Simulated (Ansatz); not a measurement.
`C[B]([GaH2])BF` + `N=C=O` → `O=C=NBF` + `C[BH][GaH2]` at 600 K and 1 bar (cleavage of the B–B bond).

Gas-phase electronic energies from Ansatz, PBE0-D4/def2-TZVP geometries. CCSD(T)/CBS is the MP2 limit (def2-TZVPP, def2-QZVPP) plus CCSD(T) − MP2 in def2-TZVPP, frozen cores. This one scheme is used for every species. For Ga outer-core shells are correlated without core-valence functions, which leaves a few kJ/mol of doubt a bond. Scalar relativity is left out up to krypton. One conformer a species, not always the lowest.

```tsv
species	CCSD(T)/CBS energy (Eh)	H − E (kJ/mol)	S (J/(mol·K))
`C[B]([GaH2])BF`	-2114.98543	248.9	482.9
`N=C=O`	-168.51995	83.3	274.5
`O=C=NBF`	-293.20193	117.8	358.3
`C[BH][GaH2]`	-1990.35208	212.3	396.5
```

H − E and S are ideal-gas, rigid-rotor, harmonic terms from PBE0-D4/def2-TZVP, for one conformer and one mirror image of each species. 1 Eh = 2625.50 kJ/mol, R = 8.31446 J/(mol·K).

Q: By hand: ΔE, ΔH, ΔS and ΔG.

A: ΔE = (-293.20193) + (-1990.35208) − (-2114.98543) − (-168.51995) = -0.04863 Eh = -127.7 kJ/mol. Δ(H − E) = 117.8 + 212.3 − 248.9 − 83.3 = -2.1, so ΔH = -129.8 kJ/mol. ΔS = 358.3 + 396.5 − 482.9 − 274.5 = -2.6 J/(mol·K). ΔG = -129.8 − 600 × (-2.6)/1000 = -128.2 kJ/mol.

Q: By hand: the equilibrium constant, and the temperature at which ΔG would vanish if ΔH and ΔS stayed fixed.

A: log₁₀ K = −ΔG/(RT ln 10) = 11.2. ΔG = 0 at ΔH/ΔS = 49923 K, far beyond where these terms or the molecules hold.

The number of gas molecules stays the same, so ΔS is small and ΔH decides. A doubt of 5 kJ/mol in ΔE shifts log₁₀ K by 0.4 here. Other conformers and mirror images would add mixing entropy, several J/(mol·K) or more a flexible species. These are equilibria of isolated gas molecules and say nothing of rates. Largest T1 diagnostic: 0.018 (customary marks: 0.02 for closed shells, 0.045 for open ones).
